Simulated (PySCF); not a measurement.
**²⁹Si chemical shifts**

Level of theory: NMR shieldings at PBE0/pcSseg-1/GIAO, geometry: GFN2-xTB, in PySCF 2.14 (non-relativistic, no solvent model, averaged over atoms made equivalent by symmetry, fast rotation or ring inversion, one computed conformer).

Shieldings were converted by a linear fit to measured shifts: ²⁹Si (scatter 8.9 ppm rms, 25.8 ppm with the 6 outliers that the fit left out vs TMS, solution or neat liquid). Occasional misses reach two or three times the rms, and more in compound classes unlike the fitted ones.

Give the ²⁹Si shifts of `C[C@@H](C#N)[SiH]([SiH3])[SiH3]`, `N#C[SiH2]C[C@H]([SiH3])[SiH2]F`, `C=CC[Si@@H](P)C[SiH2]F`, `C#CC(=O)C(=O)[SiH2][SiH2]P`, `CC(C)[Si@H]1N[SiH2]C[SiH2]1`, `C[SiH2]/C=C(\CF)[SiH2]P`, `C=C[SiH2][Si@@](C)(P)CF`.

Results:


```json
{"compound": "[CH3:1][C@@H:2]([C:3]#[N:4])[SiH:5]([SiH3:6])[SiH3:7]", "environment": "Si5: silicon bonded to C, 2 Si, H", "δ (ppm)": "-58.8"}
{"compound": "[CH3:1][C@@H:2]([C:3]#[N:4])[SiH:5]([SiH3:6])[SiH3:7]", "environment": "Si6: silicon bonded to Si, 3 H", "δ (ppm)": "-100.6"}
{"compound": "[CH3:1][C@@H:2]([C:3]#[N:4])[SiH:5]([SiH3:6])[SiH3:7]", "environment": "Si7: silicon bonded to Si, 3 H", "δ (ppm)": "-104.7"}
{"compound": "[N:1]#[C:2][SiH2:3][CH2:4][C@H:5]([SiH3:6])[SiH2:7][F:8]", "environment": "Si7: silicon bonded to C, F, 2 H", "δ (ppm)": "5.1"}
{"compound": "[N:1]#[C:2][SiH2:3][CH2:4][C@H:5]([SiH3:6])[SiH2:7][F:8]", "environment": "Si3: silicon bonded to 2 C, 2 H", "δ (ppm)": "-63.3"}
{"compound": "[N:1]#[C:2][SiH2:3][CH2:4][C@H:5]([SiH3:6])[SiH2:7][F:8]", "environment": "Si6: silicon bonded to C, 3 H", "δ (ppm)": "-64.2"}
{"compound": "[CH2:1]=[CH:2][CH2:3][Si@@H:4]([PH2:5])[CH2:6][SiH2:7][F:8]", "environment": "Si7: silicon bonded to C, F, 2 H", "δ (ppm)": "1.3"}
{"compound": "[CH2:1]=[CH:2][CH2:3][Si@@H:4]([PH2:5])[CH2:6][SiH2:7][F:8]", "environment": "Si4: silicon bonded to 2 C, P, H", "δ (ppm)": "-20.8"}
{"compound": "[CH:1]#[C:2][C:3](=[O:4])[C:5](=[O:6])[SiH2:7][SiH2:8][PH2:9]", "environment": "Si7: silicon bonded to C, Si, 2 H", "δ (ppm)": "-64.4"}
{"compound": "[CH:1]#[C:2][C:3](=[O:4])[C:5](=[O:6])[SiH2:7][SiH2:8][PH2:9]", "environment": "Si8: silicon bonded to P, Si, 2 H", "δ (ppm)": "-77.2"}
{"compound": "[CH3:1][CH:2]([CH3:3])[Si@H:4]1[NH:5][SiH2:6][CH2:7][SiH2:8]1", "environment": "Si4: silicon bonded to C, N, Si, H, in a 5-membered ring", "δ (ppm)": "-17.0"}
{"compound": "[CH3:1][CH:2]([CH3:3])[Si@H:4]1[NH:5][SiH2:6][CH2:7][SiH2:8]1", "environment": "Si6: silicon bonded to C, N, 2 H, in a 5-membered ring", "δ (ppm)": "-23.4"}
{"compound": "[CH3:1][CH:2]([CH3:3])[Si@H:4]1[NH:5][SiH2:6][CH2:7][SiH2:8]1", "environment": "Si8: silicon bonded to C, Si, 2 H, in a 5-membered ring", "δ (ppm)": "-74.0"}
{"compound": "[CH3:1][SiH2:2]/[CH:3]=[C:4](\\[CH2:5][F:6])[SiH2:7][PH2:8]", "environment": "Si7: silicon bonded to C, P, 2 H", "δ (ppm)": "-48.2"}
{"compound": "[CH3:1][SiH2:2]/[CH:3]=[C:4](\\[CH2:5][F:6])[SiH2:7][PH2:8]", "environment": "Si2: silicon bonded to 2 C, 2 H", "δ (ppm)": "-51.5"}
{"compound": "[CH2:1]=[CH:2][SiH2:3][Si@@:4]([CH3:5])([PH2:6])[CH2:7][F:8]", "environment": "Si4: silicon bonded to 2 C, P, Si", "δ (ppm)": "-23.3"}
{"compound": "[CH2:1]=[CH:2][SiH2:3][Si@@:4]([CH3:5])([PH2:6])[CH2:7][F:8]", "environment": "Si3: silicon bonded to C, Si, 2 H", "δ (ppm)": "-62.7"}
```
